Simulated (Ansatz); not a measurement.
The cluster Nb₄, relaxed as a singlet with RKS B3LYP-D4/def2-SVP in Ansatz, starting from the GFN2-xTB geometry. Force threshold 0.02 eV/Å.

In the def2 sets Nb takes a core potential; there is no spin–orbit coupling. The relaxation made no stability test and no search for a lower SCF solution. The structure comes from a short search, and lower isomers may exist.

Start:

```xyz
4

Nb   -1.6837    1.2245    1.3017
Nb    1.5049    0.5236    0.6642
Nb    0.0351   -2.4318    0.3943
Nb    0.1438    0.6837   -2.3602
```

| step | energy (eV) | largest force component (eV/Å) | SCF passes |
| --- | --- | --- | --- |
| 1 | -6184.6924 | 3.317 | 224 |
| 2 | -6187.1885 | 4.986 | 95 |
| 3 | -6191.0075 | 4.649 | 93 |
| 4 | -6193.4292 | 5.314 | 60 |
| 5 | -6196.3768 | 3.481 | 44 |
| 6 | -6197.6084 | 1.427 | 37 |
| 7 | -6197.6576 | 0.119 | 32 |
| 8 | -6197.6582 | 0.004 | 28 |

Force components are those of the run's own axes.

End:

```csv
atom,x (Å),y (Å),z (Å)
Nb1,-1.1579,0.6903,0.7300
Nb2,1.3323,0.4738,0.5921
Nb3,-0.1227,-1.5187,0.1684
Nb4,-0.0517,0.3547,-1.4905
```

By distances, no bond broke or formed, bridged metal pairs apart. The bond that changes most is Nb3–Nb4, from 4.16 to 2.50 Å (atoms count from 1). Metal–metal contacts that move far: Nb3–Nb4 4.16 to 2.50 Å, Nb1–Nb3 4.14 to 2.50 Å, Nb1–Nb4 4.13 to 2.50 Å.

No frequencies were taken in this run, so the end may be a saddle point.

It took 29 s on 4 threads of Arm Neoverse V2 on a shared host.
